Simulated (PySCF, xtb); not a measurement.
Sb(H)2(SiH3) (H5SbSi), SMILES [SiH3][SbH2].

xtb with GFN2-xTB at its own geometry gives an orbital gap of 3.92 eV and a dipole moment of 0.99 D.

Geometry optimised at B3LYP-D3(BJ)/def2-TZVP. The def2 effective core potentials stand for the cores of Sb; spin–orbit coupling is left out.

Problem. What does CAM-B3LYP/def2-TZVPD in PySCF give? (The exact figures need the calculation; the answer reports its results.)

Solution. gap 8.60 eV (levels -8.41 and 0.18 eV), dipole 0.22 D.
